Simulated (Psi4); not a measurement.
Pair of molecules, SMILES N with SMILES CCC (the first has 4 atoms); geometry from B3LYP-D3(BJ)/def2-TZVP.
(charge 0, multiplicity 1):
```json
[
 {"atom": "N", "x (Å)": "0.2960", "y (Å)": "0.1290", "z (Å)": "0.4838"},
 {"atom": "H", "x (Å)": "0.1338", "y (Å)": "0.8239", "z (Å)": "1.2036"},
 {"atom": "H", "x (Å)": "0.9649", "y (Å)": "0.5202", "z (Å)": "-0.1696"},
 {"atom": "H", "x (Å)": "-0.5775", "y (Å)": "0.0029", "z (Å)": "-0.0148"},
 {"atom": "C", "x (Å)": "1.2611", "y (Å)": "0.0713", "z (Å)": "4.1019"},
 {"atom": "C", "x (Å)": "-0.2218", "y (Å)": "0.4334", "z (Å)": "4.1334"},
 {"atom": "C", "x (Å)": "-1.1219", "y (Å)": "-0.7473", "z (Å)": "3.7777"},
 {"atom": "H", "x (Å)": "1.8898", "y (Å)": "0.9295", "z (Å)": "4.3488"},
 {"atom": "H", "x (Å)": "1.4821", "y (Å)": "-0.7204", "z (Å)": "4.8222"},
 {"atom": "H", "x (Å)": "1.5499", "y (Å)": "-0.2910", "z (Å)": "3.1132"},
 {"atom": "H", "x (Å)": "-0.4119", "y (Å)": "1.2598", "z (Å)": "3.4396"},
 {"atom": "H", "x (Å)": "-0.4871", "y (Å)": "0.8132", "z (Å)": "5.1247"},
 {"atom": "H", "x (Å)": "-2.1774", "y (Å)": "-0.4674", "z (Å)": "3.7939"},
 {"atom": "H", "x (Å)": "-0.8837", "y (Å)": "-1.1283", "z (Å)": "2.7825"},
 {"atom": "H", "x (Å)": "-0.9847", "y (Å)": "-1.5671", "z (Å)": "4.4874"}
]
```

These are SAPT0/jun-cc-pV(D+d)Z run with Psi4 values and carry that method's errors.

Question: Which attractive term is largest, and how does the interaction split up?

Answer: electrostatics -41.7, exchange 93.5, induction -17.1, dispersion -63.1, total -28.4 meV; the largest attraction is dispersion.
